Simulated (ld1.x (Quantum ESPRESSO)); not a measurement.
**Transferability test, TM semilocal potential for gadolinium**

* Element: gadolinium
* Generator: ld1.x (Quantum ESPRESSO) 7.5
* Type: norm-conserving Troullier–Martins (semilocal form)
* Functional: PBE
* Relativity: non-relativistic
* Frozen core: [Kr]
* Valence charge: 28
* Reference configuration: 4d10 4f7 5s2 5p6 5d1 6s1.75 6p0 (charge +0.25)
* Partial waves: 5s (bound): rc 1.85 bohr; 5p (bound): rc 1.95 bohr; 4f (bound): rc 0.70 bohr; 4d (bound): rc 1.10 bohr
* Local potential: the d channel
* Core correction: none

Occupied shells without a wave of their own: 5d, 6s. They enter only through the test configuration that unscreens the potential.

Energies are relative to the spin-unpolarised reference configuration 4d10 4f7 5s2 5p6 5d1 6s1.75 6p0; without spin polarisation the order of configurations can differ from experiment.

Give the all-electron excitation energy and the error of the potential for: 4d10 4f7 5s2 5p6 5d1 6s2 6p0; 4d10 4f7 5s2 5p6 5d1 6s1 6p0; 4d10 4f7 5s2 5p6 5d1 6s0 6p0; 4d10 4f7 5s2 5p5 5d1 6s2 6p0; 4d10 4f7 5s2 5p6 5d0 6s0 6p0; 4d10 4f7 5s1 5p6 5d1 6s2 6p0; 4d10 4f8 5s2 5p6 5d0 6s2 6p0.

```csv
valence configuration,charge,ΔE all-electron (eV),error AE − PS (meV)
4d10 4f7 5s2 5p6 5d1 6s2 6p0,0,-1.090,+54
4d10 4f7 5s2 5p6 5d1 6s1 6p0,+1,5.078,-213
4d10 4f7 5s2 5p6 5d1 6s0 6p0,+2,16.390,-661
4d10 4f7 5s2 5p5 5d1 6s2 6p0,+1,30.494,+151
4d10 4f7 5s2 5p6 5d0 6s0 6p0,+3,36.795,-629
4d10 4f7 5s1 5p6 5d1 6s2 6p0,+1,48.060,+175
4d10 4f8 5s2 5p6 5d0 6s2 6p0,0,-8.097,+226
```

Levels in the configuration 4d10 4f7 5s2 5p5 5d1 6s2 6p0:

```
level  all-electron (eV)  pseudo (eV)
   4d           -162.297     -161.838
   4f            -24.557      -24.155
   5s            -54.462      -54.266
   5p            -36.930      -36.763
   5d            -11.984      -11.581
   6s            -10.073      -10.422
```

These tests converged, but a pseudo level misses the all-electron one widely, so the file describes the atom poorly there or has found another state: 4d10 4f7 5s2 5p6 5d1 6s1 6p0: empty 6p by 4.0 eV. The 5d, 6s levels have no wave, so the channel is fitted at the deeper level alone: the likely source of the large errors.

A Bessel basis up to 400 Ry misses an occupied level by 0.08 Ry, so cutoffs and ghosts were not judged.
